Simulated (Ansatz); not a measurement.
CH$_{5}$AlOSiTe (`O=C[Te][SiH2][AlH2]`), 10 atoms. Charge 0, multiplicity 1. Correlated methods include outer-core shells of Te, which these sets cover unevenly. Te: def2 effective core potential. All runs use 4 threads of an Arm Neoverse V1 on a shared host. Correlated methods freeze the cores.

**Question.** Give the basis size and wall time and peak host memory of each of these runs in Ansatz. RHF-CCSD(T)/def2-SVP energy; direct RPA on PBE orbitals/def2-TZVPP energy; RKS PBE0-D4/def2-TZVP relaxation (12 steps); RKS PBE0-D4/def2-QZVPP energy; RHF-CCSD(T)/def2-TZVPP energy; RKS ωB97M-V/def2-QZVPP energy; RKS ωB97M-V/def2-TZVPP energy and forces; RKS SPW92 (LDA)/def2-TZVPP energy; RKS PBE0-D4/def2-SVP energy; RKS B3LYP-D4/def2-TZVPP energy and forces; RKS B97M-V/def2-TZVPP energy; RHF-MP2/def2-QZVPP energy. (Estimate.)

**Answer.** Computed: Other jobs shared the machine, so times are rough.

```
                                level                    job  functions  wall time  peak host memory (GiB)
           RKS SPW92 (LDA)/def2-TZVPP                 energy        266      1.6 s                    0.39
                 RKS PBE0-D4/def2-SVP                 energy        115      1.8 s                     0.5
              RKS B3LYP-D4/def2-TZVPP      energy and forces        266        7 s                    0.89
direct RPA on PBE orbitals/def2-TZVPP                 energy        266      7.5 s                    0.77
                 RHF-CCSD(T)/def2-SVP                 energy        115      8.5 s                     0.6
               RKS PBE0-D4/def2-QZVPP                 energy        486       12 s                     2.2
                RKS B97M-V/def2-TZVPP                 energy        266       14 s                     0.5
               RKS ωB97M-V/def2-TZVPP      energy and forces        266       16 s                     1.1
               RKS ωB97M-V/def2-QZVPP                 energy        486       26 s                     2.6
                   RHF-MP2/def2-QZVPP                 energy        486       28 s                     3.1
                RKS PBE0-D4/def2-TZVP  relaxation (12 steps)        216       63 s                    0.69
               RHF-CCSD(T)/def2-TZVPP                 energy        266    4.6 min                     6.8
```

B3LYP here is the variant with VWN-RPA as its local correlation; programs differ in this.
